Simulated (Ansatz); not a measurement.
C2H7AlBFO, SMILES `COB(F)[CH2][AlH2]`. The species carries charge 0 and has multiplicity 1.

Cartesian coordinates in Å:
```
C 0.851 0.674 1.654
O 0.273 -0.608 1.561
B 0.006 -1.191 0.369
F -0.555 -2.404 0.461
C 0.225 -0.560 -1.029
Al -1.345 0.457 -1.612
H 1.874 0.675 1.265
H 0.879 0.950 2.708
H 0.264 1.421 1.111
H 1.056 0.153 -1.025
H 0.404 -1.336 -1.777
H -2.295 -0.094 -2.754
H -1.637 1.864 -0.932
```

Question: Give the diagnostics of a CCSD(T)/def2-TZVPP run (frozen core, Ansatz). (An estimate is asked.)

Answer: Computed: T1 = 0.0121, largest single amplitude 0.016, largest double 0.026, (T) share of the correlation energy 3.4 %, 10 CCSD cycles. The RHF solution is stable towards an unrestricted one. T1 lies under the customary mark of 0.02 for closed shells.
